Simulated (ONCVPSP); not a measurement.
# boron (B): excitation energies, all-electron against ONCV

```json
{"Element": "B (Z = 5)", "Generator": "ONCVPSP 4.0.1", "Type": "optimised norm-conserving Vanderbilt (ONCV)", "Functional": "LDA (Perdew-Zunger)", "Relativity": "non-relativistic", "Frozen core": "[He]", "Valence charge": "3", "Reference configuration": "2s2 2p1", "Partial waves": "2s: rc 1.35 bohr, ncon 3, nbas 7, qcut 4.6 1/bohr, 2 projectors, debl 2.4 Ha; 2p: rc 4.00 bohr, ncon 4, nbas 8, qcut 4.1 1/bohr, 2 projectors, debl 1.1 Ha", "Local potential": "polynomial inside 1.25 bohr (lpopt 5, dvloc0 1 Ha)", "Core correction": "Teter function, fcfact 5.75, rcfact 1.15"}
```

Energies are relative to the spin-unpolarised reference configuration 2s2 2p1; without spin polarisation the order of configurations can differ from experiment.

```json
{"valence configuration": "2s1 2p0", "charge": "+2", "ΔE all-electron (eV)": "33.626", "error AE − PS (meV)": "+615"}
{"valence configuration": "2s2 2p0.5", "charge": "+0.5", "ΔE all-electron (eV)": "2.944", "error AE − PS (meV)": "+35"}
```

Q: What are ΔE and the potential's error for 2s2 2p0?

A: ΔE = 8.329 eV all-electron; the error (AE − PS) is +210 meV.

Q: What are ΔE and the potential's error for 2s1 2p1?

A: ΔE = 14.278 eV all-electron; the error (AE − PS) is -63 meV.

Levels in the configuration 2s2 2p0.5:

| level | all-electron (eV) | pseudo (eV) |
| --- | --- | --- |
| 2s | -14.054 | -13.962 |
| 2p | -8.198 | -8.024 |
